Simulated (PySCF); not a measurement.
How methods differ on the ionisation energy of Lu⁶³⁺

Lu⁶³⁺ [He] 2s2 2p4 [2p1/2^2 2p3/2^2, M_J = 2] → Lu⁶⁴⁺ [He] 2s2 2p3 [2p1/2^2 2p3/2^1, M_J = 3/2], as a difference of total energies. Calculation: PySCF 2.14, in an even-tempered Gaussian basis (17 s from 47 bohr⁻², ratio 2.4; 13 p from 60 bohr⁻², ratio 2.4; 5 d from 210 bohr⁻², ratio 2.6; 4 f from 310 bohr⁻², ratio 2.6); the two-component X2C-1e Hamiltonian. Correlated levels: nothing frozen; the 30 highest virtual spinors dropped. "Screened" scales the spin-orbit matrix elements by Boettger's factors to mimic the two-electron term; Breit and QED terms are absent.

| method | ionisation energy (eV) |
| --- | --- |
| GHF (spin-free) | 15204.4 |
| GMP2 (spin-free) | 15206.2 |
| GHF (screened spin-orbit) | 14902.8 |
| GMP2 (screened spin-orbit) | 14903.0 |

For this ion Breit and QED terms and the two-electron picture change, all absent here, outweigh the correlation shift from GHF to GMP2.

The spin-free rows relax to the high-spin LS determinant and lack the spin-orbit shift.

The labels give the starting determinants; with spin-orbit coupling the two ends relaxed to ⟨J²⟩ = 6.00, ⟨L²⟩ = 3.29, ⟨S²⟩ = 1.38 and ⟨J²⟩ = 3.75, ⟨L²⟩ = 2.59, ⟨S²⟩ = 1.46.

For comparison: 14890 ± 19 eV (theoretical estimate listed by NIST; NIST Atomic Spectra Database, ionization energies).
